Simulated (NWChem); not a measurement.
System: C2H7AlO; SMILES [CH3][Al]([CH3])[OH]

Excerpt of the output:

```
             Northwest Computational Chemistry Package (NWChem) 7.3.0
             --------------------------------------------------------

 C1  symmetry detected

                             Geometry "geometry" -> ""
                             -------------------------

 Output coordinates in angstroms (scale by  1.889725989 to convert to a.u.)

  No.       Tag          Charge          X              Y              Z
 ---- ---------------- ---------- -------------- -------------- --------------
    1 Al                  13.0000     0.04802614    -0.00447524     0.00051624
    2 C                    6.0000    -0.99657815    -1.65052129    -0.00042924
    3 H                    1.0000    -0.35089045    -2.54153998    -0.03674931
    4 H                    1.0000    -1.68404691    -1.69449264    -0.86224127
    5 H                    1.0000    -1.62628076    -1.72741815     0.90249834
    6 C                    6.0000    -0.75569289     1.78183504     0.00017017
    7 H                    1.0000    -1.35985091     1.93556546    -0.91096767
    8 H                    1.0000    -0.02281379     2.60253437     0.05209376
    9 H                    1.0000    -1.44862057     1.90018621     0.85107109
   10 O                    8.0000     1.74844795    -0.21249339    -0.00046576
   11 H                    1.0000     2.39420615     0.49540743     0.00286436

 Effective nuclear repulsion energy (a.u.)     153.9206350640

                                 NWChem DFT Module
                                 -----------------

 Summary of "ao basis" -> "ao basis" (spherical)
 ------------------------------------------------------------------------------
       Tag                 Description            Shells   Functions and Types
 ---------------- ------------------------------  ------  ---------------------
 Al                         6-311g**                12       26   6s5p1d
 C                          6-311g**                 8       18   4s3p1d
 H                          6-311g**                 4        6   3s1p
 O                          6-311g**                 8       18   4s3p1d

            General Information
            -------------------
          SCF calculation type: DFT
          Wavefunction type:  closed shell.
          No. of atoms     :    11
          No. of electrons :    40
           Alpha electrons :    20
            Beta electrons :    20
          Charge           :     0
          Spin multiplicity:     1
          Use of symmetry is: off; symmetry adaption is: off
          Maximum number of iterations: 150
          AO basis - number of functions:   122
                     number of shells:    64
          Convergence on energy requested:  1.00D-06
          Convergence on density requested:  1.00D-05
          Convergence on gradient requested:  5.00D-04

              XC Information
              --------------
                  TPSS metaGGA Exchange Functional  1.000
             TPSS03 metaGGA Correlation Functional  1.000

             Grid Information
             ----------------
          Grid used for XC integration:  medium
          Radial quadrature: Mura-Knowles
          Angular quadrature: Lebedev.
          Tag              B.-S. Rad. Rad. Pts. Rad. Cut. Ang. Pts.
          ---              ---------- --------- --------- ---------
          Al                  1.25       88          10.0       590
          C                   0.70       49          12.0       434
          H                   0.35       45          13.0       434
          O                   0.60       49          11.0       434
          Grid pruning is: on
          Number of quadrature shells:   550
          Spatial weights used:  Erf1

      Superposition of Atomic Density Guess
      -------------------------------------

 Sum of atomic energies:        -395.48628437

      Non-variational initial energy
      ------------------------------

 Total energy =    -397.134515
 1-e energy   =    -849.148566
 2-e energy   =     298.093417
 HOMO         =      -0.339973
 LUMO         =      -0.003677

     ---------------------------------------------
      Total Density - Mulliken Population Analysis
     ---------------------------------------------

    Atom       Charge   Shell Charges
 -----------   ------   -------------------------------------------------------
    1 Al  13    11.72   0.79  1.18  0.99  1.00  0.69  0.24  2.11  3.82  0.43  0.22  0.07  0.17
    2 C    6     6.95   1.10  0.89  0.62  0.81  1.66  0.57  1.27  0.02
    3 H    1     0.80   0.23  0.43  0.11  0.02
    4 H    1     0.80   0.23  0.42  0.12  0.02
    5 H    1     0.80   0.23  0.42  0.12  0.02
    6 C    6     6.95   1.10  0.89  0.62  0.81  1.66  0.58  1.28  0.02
    7 H    1     0.80   0.23  0.42  0.12  0.02
    8 H    1     0.80   0.23  0.42  0.12  0.02
    9 H    1     0.80   0.23  0.42  0.12  0.02
   10 O    8     9.02   1.08  0.91  1.05  1.03  2.33  0.78  1.83  0.00
   11 H    1     0.57   0.21  0.26  0.05  0.05

   convergence    iter        energy       DeltaE   RMS-Dens  Diis-err
 ---------------- ----- ----------------- --------- --------- ---------
 d= 0,ls=0.0,diis     1   -398.1461585480 -5.52D+02  1.15D-02  1.01D+00
 d= 0,ls=0.0,diis     2   -397.8693952130  2.77D-01  9.00D-03  3.54D+00
 d= 0,ls=0.0,diis     3   -398.2252784795 -3.56D-01  1.69D-03  1.40D-01
 d= 0,ls=0.0,diis     4   -398.2358164916 -1.05D-02  7.49D-04  2.57D-02
 d= 0,ls=0.0,diis     5   -398.2389529109 -3.14D-03  1.88D-04  1.03D-03
  Resetting Diis
 d= 0,ls=0.0,diis     6   -398.2390878788 -1.35D-04  4.08D-05  3.11D-05
 d= 0,ls=0.0,diis     7   -398.2390909556 -3.08D-06  2.77D-05  5.28D-06
 d= 0,ls=0.0,diis     8   -398.2390897617  1.19D-06  1.66D-05  1.66D-05
 d= 0,ls=0.0,diis     9   -398.2390915759 -1.81D-06  3.16D-06  3.79D-07
 d= 0,ls=0.0,diis    10   -398.2390916100 -3.40D-08  7.23D-07  2.63D-08

         Total DFT energy =     -398.239091609963
      One electron energy =     -854.539701414287
           Coulomb energy =      343.244050913482
    Exchange-Corr. energy =      -40.864076173125
 Nuclear repulsion energy =      153.920635063967

 Numeric. integr. density =       39.999996285393

                       DFT Final Molecular Orbital Analysis
                       ------------------------------------

 Vector   18  Occ=2.000000D+00  E=-2.699038D-01
              MO Center=  6.9D-01, -5.3D-01,  1.4D-03, r^2= 3.2D+00
   Bfn.  Coefficient  Atom+Function         Bfn.  Coefficient  Atom+Function
  ----- ------------  ---------------      ----- ------------  ---------------
   110      0.240303  10 O  py              106      0.235163  10 O  py
   105     -0.213602  10 O  px              109     -0.199556  10 O  px
   102      0.164847  10 O  py               34     -0.163843   2 C  py
   101     -0.150117  10 O  px               16      0.128889   1 Al px
    38     -0.128826   2 C  py               13      0.113948   1 Al px

 Vector   19  Occ=2.000000D+00  E=-2.653331D-01
              MO Center=  1.6D+00, -1.9D-01, -1.3D-03, r^2= 1.0D+00
   Bfn.  Coefficient  Atom+Function         Bfn.  Coefficient  Atom+Function
  ----- ------------  ---------------      ----- ------------  ---------------
   111      0.437722  10 O  pz              107      0.396961  10 O  pz
   103      0.282227  10 O  pz               18      0.088029   1 Al pz
    21      0.085604   1 Al pz               15      0.070612   1 Al pz
    25     -0.058901   1 Al d  1             59     -0.052748   5 H  s
    83      0.052054   7 H  s                53      0.050588   4 H  s

 Vector   20  Occ=2.000000D+00  E=-2.354686D-01
              MO Center= -4.1D-01,  1.8D-01,  1.2D-04, r^2= 3.9D+00
   Bfn.  Coefficient  Atom+Function         Bfn.  Coefficient  Atom+Function
  ----- ------------  ---------------      ----- ------------  ---------------
    74      0.226243   6 C  py               70      0.214042   6 C  py
    72     -0.184732   6 C  s                38      0.181090   2 C  py
    34      0.179322   2 C  py               36      0.164446   2 C  s
    14     -0.160265   1 Al py               66      0.147449   6 C  py
   106      0.129440  10 O  py               37      0.126530   2 C  px

 Vector   21  Occ=0.000000D+00  E=-1.942401D-02
              MO Center=  9.9D-02,  7.1D-03,  1.3D-02, r^2= 4.6D+00
   Bfn.  Coefficient  Atom+Function         Bfn.  Coefficient  Atom+Function
  ----- ------------  ---------------      ----- ------------  ---------------
    21      0.552053   1 Al pz               18      0.471289   1 Al pz
   111     -0.231428  10 O  pz               15      0.227330   1 Al pz
    83      0.179625   7 H  s                59     -0.170860   5 H  s
    53      0.166278   4 H  s                95     -0.166856   9 H  s
   107     -0.145425  10 O  pz               12     -0.124242   1 Al pz

 Vector   22  Occ=0.000000D+00  E=-7.380284D-03
              MO Center=  5.7D-01,  4.5D-01, -1.1D-02, r^2= 6.3D+00
   Bfn.  Coefficient  Atom+Function         Bfn.  Coefficient  Atom+Function
  ----- ------------  ---------------      ----- ------------  ---------------
     6      1.039694   1 Al s                72     -0.868812   6 C  s
    36     -0.819850   2 C  s                19      0.411463   1 Al px
   108     -0.410792  10 O  s                59      0.348859   5 H  s
    53      0.342067   4 H  s                83      0.296780   7 H  s
    95      0.297204   9 H  s                20      0.260259   1 Al py

[...]
```

Level: TPSS/6-311G** (spherical d). All runs use the structure optimised with PBE0/def2-SVP.

Write an input that gives this output.

This is not unique; one that fits is the input that was run:
```
start job
memory heap 200 mb stack 900 mb global 1100 mb
geometry units angstroms noautoz
  Al    -0.003441     0.006224     0.070782
  C     -1.692776    -0.118066    -0.894291
  H     -2.548084    -0.206020    -0.206644
  H     -1.710571    -0.989363    -1.570894
  H     -1.859908     0.769779    -1.527943
  C      1.739204     0.115662    -0.816957
  H      1.925676    -0.790555    -1.419295
  H      2.587942     0.231599    -0.124456
  H      1.767213     0.963907    -1.522566
  O     -0.131049     0.012427     1.779110
  H      0.604475     0.071238     2.390407
end
basis spherical
  * library 6-311g**
end
dft
  xc xtpss03 ctpss03
  iterations 150
  mulliken
end
task dft energy
```
